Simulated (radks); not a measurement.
Problem. Species: Er2+. Configuration: [Xe] 4f11 6s0.5 6p0.5 (fractional occupations, a model configuration). Calculated with a radial shooting solver on a logarithmic mesh with Libxc functionals: scalar-relativistic Kohn-Sham, LDA (Slater exchange, Perdew-Wang correlation), spin-unpolarised, spherical densities, point nucleus. Some entries of the table are withheld. Estimate them.

orbital,occ.,eigenvalue (eV),<r> (bohr)
1s,2,-57349.95,(1)
2s,2,-9656.537,0.08651
2p,6,-8546.893,0.07674
3s,2,-2183.119,0.2256
3p,6,-1845.627,0.2247
3d,10,-1422.399,0.2039
4s,2,-450.3212,0.5080
4p,6,-339.1542,0.5387
4d,10,(2),0.5823
5s,2,-73.9474,1.230
5p,6,(3),1.441
4f,11,-27.4409,0.7689
6s,0.5,(4),(5)
6p,0.5,-12.5880,3.839

Solution. 
(1) 1s <r> (bohr): 0.02038
(2) 4d eigenvalue (eV): -190.2287
(3) 5p eigenvalue (eV): -47.4085
(4) 6s eigenvalue (eV): -17.7028
(5) 6s <r> (bohr): 3.134
